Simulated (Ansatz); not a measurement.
Geometry optimisation, RKS B3LYP-D4/6-31G* (Ansatz 0.2.0).

input.yaml

```yaml
crystal:
  periodic: [false, false, false]
  atoms:
    - { symbol: B, position_ang: [0.0, 0.0, 0.0] }
    - { symbol: H, position_ang: [0.0, 0.0, 1.54] }
    - { symbol: Cl, position_ang: [1.6108, 0.0, -0.93] }
    - { symbol: F, position_ang: [-1.1431, 0.0, -0.66] }
    - { symbol: "N", position_ang: [0.3891, -1.712, 0.5833] }
    - { symbol: H, position_ang: [-0.178, -2.5344, 0.2289] }
    - { symbol: Si, position_ang: [1.7456, -1.9841, 1.7658] }
    - { symbol: H, position_ang: [2.0886, -3.4029, 1.7959] }
    - { symbol: H, position_ang: [2.9134, -1.2105, 1.3542] }
    - { symbol: H, position_ang: [1.3246, -1.5575, 3.0971] }
    - { symbol: H, position_ang: [0.199, -0.8755, 1.5631] }
basis:
  gaussian: { orbitals: "6-31G*" }
hamiltonian:
  xc: b3lyp
  dispersion: d4
relax:
  f_tol: 0.15
  max_steps: 25
  restrain:
    - { distance: [0, 4], at: 2.75, k: 30.0 }
    - { distance: [10, 1], at: 1.86, k: 30.0 }
    - { distance: [0, 1], at: 1.19, k: 30.0 }
    - { distance: [10, 4], at: 1.06, k: 30.0 }
```

Command:

```bash
$ ansatz run input.yaml --threads 2 --pin off --max-ram 3072MiB --backend cpu --events-out ev --progress --plain --runs-dir out
```

Question: Where does it end, and by what steps?

Answer: The forces met the threshold. The restraints hold the end off the free minimum. After 12 steps the energy has fallen by 4.021 eV (the restraints' own energy left out); Cl3 moved furthest, 0.98 Å. Joined: B1–H2 (1.54 → 1.19 Å).

```json
{"step": "0", "energy less start (eV)": "0.0000", "largest force component (eV/Å)": "4.117", "accepted": "yes"}
{"step": "1", "energy less start (eV)": "-0.8613", "largest force component (eV/Å)": "2.875", "accepted": "yes"}
{"step": "2", "energy less start (eV)": "-1.7627", "largest force component (eV/Å)": "2.868", "accepted": "yes"}
{"step": "3", "energy less start (eV)": "-2.5553", "largest force component (eV/Å)": "2.484", "accepted": "yes"}
{"step": "4", "energy less start (eV)": "-3.4288", "largest force component (eV/Å)": "2.495", "accepted": "yes"}
{"step": "5", "energy less start (eV)": "-3.7313", "largest force component (eV/Å)": "1.694", "accepted": "yes"}
{"step": "6", "energy less start (eV)": "-3.9068", "largest force component (eV/Å)": "1.310", "accepted": "yes"}
{"step": "7", "energy less start (eV)": "-3.9812", "largest force component (eV/Å)": "0.999", "accepted": "yes"}
{"step": "8", "energy less start (eV)": "-4.0046", "largest force component (eV/Å)": "1.000", "accepted": "yes"}
{"step": "9", "energy less start (eV)": "-3.9832", "largest force component (eV/Å)": "1.668", "accepted": "no"}
{"step": "10", "energy less start (eV)": "-4.0140", "largest force component (eV/Å)": "0.946", "accepted": "yes"}
{"step": "11", "energy less start (eV)": "-3.9909", "largest force component (eV/Å)": "0.950", "accepted": "no"}
{"step": "12", "energy less start (eV)": "-4.0208", "largest force component (eV/Å)": "0.941", "accepted": "yes"}
```

```xyz
11
Properties=species:S:1:pos:R:3
B -0.065 0.415 -0.193
H -0.345 0.508 0.960
Cl 1.504 0.960 -0.784
F -0.977 0.002 -1.057
N 0.357 -1.975 1.081
H -0.134 -2.741 0.635
Si 1.891 -2.229 1.871
H 2.163 -3.690 1.957
H 3.023 -1.591 1.146
H 1.839 -1.644 3.240
H -0.306 -1.293 1.482
```

Time of the run: 45 s on 2 threads of Arm Neoverse V1 (shared host), peak memory 0.21 GiB.
